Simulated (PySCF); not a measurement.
C3H8FNSi, SMILES CC/N=C/[SiH2]F. Atoms are numbered in the order given.

```xyz
14

C     -3.0872    -0.9677     0.3040
C     -1.7991    -0.9389     1.1100
N     -0.6603    -0.7571     0.2459
C      0.1165     0.2307     0.4251
Si     1.5495     0.3400    -0.7870
F      2.4317     1.6656    -0.4395
H     -3.2617     0.0001    -0.1902
H     -3.9478    -1.1811     0.9549
H     -3.0367    -1.7417    -0.4756
H     -1.6701    -1.9104     1.6186
H     -1.8452    -0.1571     1.8971
H     -0.0494     0.9678     1.2442
H      2.4336    -0.8495    -0.6536
H      1.0396     0.4759    -2.1782
```
Charge 0, spin multiplicity 1.

Geometry: PBE0-D3(BJ)/def2-SVP. The structure was generated by enumeration; whether it is a known compound was not checked. One conformer was computed; it need not be the lowest.

Two levels are set side by side: PBE/pcSseg-1 (PySCF) and PBE0/pcSseg-1 (PySCF). GIAO shifts against CFCl3 (¹⁹F), NH3 (¹⁵N), TMS (²⁹Si), TMS (¹H), TMS (¹³C) at the same level; non-relativistic, no solvent, atoms listed together averaged. Differences are taken from unrounded values.

| quantity | PBE0 |
|---|---|
| δ(¹³C) of C1 (ppm) | 20.2 |
| δ(¹³C) of C2 (ppm) | 69.4 |
| δ(¹⁵N) of N3 (ppm) | 472.2 |
| δ(¹³C) of C4 (ppm) | 180.7 |
| δ(²⁹Si) of Si5 (ppm) | -19.0 |
| δ(¹⁹F) of F6 (ppm) | -226.3 |
| δ(¹H) of H12 (ppm) | 8.93 |
| δ(¹H) of H13, H14 (ppm) | 5.31 |

Q: What does PBE give, and how far is it from PBE0? (An estimate is asked for; the answer gives what the named calculation found.)

A: 
```tsv
quantity	PBE	PBE minus PBE0
δ(¹³C) of C1 (ppm)	20.6	0.4
δ(¹³C) of C2 (ppm)	72.4	3.0
δ(¹⁵N) of N3 (ppm)	463.8	-8.4
δ(¹³C) of C4 (ppm)	179.1	-1.6
δ(²⁹Si) of Si5 (ppm)	-20.2	-1.3
δ(¹⁹F) of F6 (ppm)	-247.8	-21.5
δ(¹H) of H12 (ppm)	9.03	0.09
δ(¹H) of H13, H14 (ppm)	5.47	0.16
```

Rough cost on one machine, each run with all the roots and properties that it gave: PBE0 against PBE within a factor of 2.
